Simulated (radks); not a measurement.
Question: Isoelectronic series with 1 electrons, each ion in its NIST ground configuration. Method: scalar-relativistic Kohn-Sham, BLYP, spin-polarised, spherical densities, finite nucleus; open shells are filled with parallel spins first; Fermi nuclear charge, rms radius of each element as measured or else 0.836 A^(1/3) + 0.57 fm; computed with a radial shooting solver on a logarithmic mesh with Libxc functionals. Total energies (hartree) and mean radii <r> (bohr):

ion,configuration,E (hartree),1s up
Li2+,1s1,-4.49293,0.5038
B4+,1s1,-12.49110,0.3012
N6+,1s1,-24.49755,0.2148
F8+,1s1,-40.52000,0.1668
Al12+,1s1,-84.65689,0.1152
P14+,1s1,-112.79995,0.09975
Cl16+,1s1,-145.01636,0.08790
K18+,1s1,-181.32732,0.07853
Sc20+,1s1,-221.75684,0.07094
V22+,1s1,-266.33194,0.06466
Mn24+,1s1,-315.08259,0.05938
Co26+,1s1,-368.04199,0.05488

Estimate the row of Cu28+ (1s1).

Answer: E (hartree) -425.24651; 1s up 0.05098.
